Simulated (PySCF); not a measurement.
## Frontier orbitals and the lowest excitations

C2H8B2.
Geometry (PBE0-D3(BJ)/def2-SVP, Å), atoms numbered from 1 in this order:
```xyz
12
C2H8B2 angstrom
B      1.9490    0.0143    0.4346
C      0.8715   -1.0098   -0.0160
B     -0.2838   -0.1446   -0.6412
C     -1.5089    0.3772    0.1744
H      1.9099    0.5056    1.5406
H      2.8184    0.3784   -0.3246
H      1.2785   -1.6689   -0.7995
H      0.4772   -1.5623    0.8521
H     -0.2109    0.1499   -1.8172
H     -2.4315   -0.0354   -0.2739
H     -1.6053    1.4703    0.0466
H     -1.5023    0.1376    1.2476
```

The calculation used PySCF, TDDFT CAM-B3LYP/def2-SVPD, vertical, gas phase, core orbitals frozen in the response.

Frontier orbitals with the atoms that hold most of them (Löwdin shares over 4%, at most four atoms; ? is withheld):

```
orbital  ε (eV)                           atoms
 HOMO-3  -11.38   C2 29%, B1 24%, C4 10%, B3 9%
 HOMO-2  -10.83  B1 24%, B3 17%, C4 15%, H5 14%
 HOMO-1  -10.30                               ?
   HOMO  -10.15  B3 22%, C2 18%, H9 16%, B1 12%
   LUMO       ?                               ?
 LUMO+1    0.98    B3 39%, B1 20%, C4 8%, H9 7%
 LUMO+2    1.25   B1 40%, B3 25%, C4 6%, H10 4%
```

Which atoms hold the LUMO, and with what shares?

B1 (bonded to C and 2 H) 33%; B3 (bonded to 2 C and H) 21%; C2 (bonded to 2 B and 2 H) 18%; H6 (bonded to B) 6%. By element: boron 55%, carbon 18% or more, hydrogen 6% or more.

Give the leading atoms of the HOMO-1.

C2 (bonded to 2 B and 2 H) 29%; B1 (bonded to C and 2 H) 17%; B3 (bonded to 2 C and H) 16%; C4 (bonded to B and 3 H) 13%. By element: carbon 42%, boron 33%.

What is the LUMO energy, and the HOMO–LUMO gap?

ε(LUMO) = -0.79 eV; the gap is 9.36 eV (0.3438 hartree).

How does S1 compare with the orbital gap of 9.36 eV?

S1 is at 5.42 eV (f = 0.0021), 3.94 eV below the gap, made of HOMO→LUMO (84%). Without the coupling terms of the response equations the lowest excitation would equal the gap.

Give energy, strength and leading configuration of S1, S2 and S3, and follow the Löwdin shares of the leading atoms from the occupied to the empty orbital.

- S1 (5.42 eV, f 0.0021), HOMO→LUMO (84%): B3 22% → 21%, C2 18% → 18%, B1 12% → 33%
- S2 (5.54 eV, f 0.016), HOMO-1→LUMO (83%): C2 29% → 18%, B1 17% → 33%, B3 16% → 21%
- S3 (5.92 eV, f 0.0032), HOMO-2→LUMO (78%): B1 24% → 33%, B3 17% → 21%

Hardware: one thread of an Arm Neoverse V2, shared host. Cost: 80 s wall.

One conformer stands for the species.
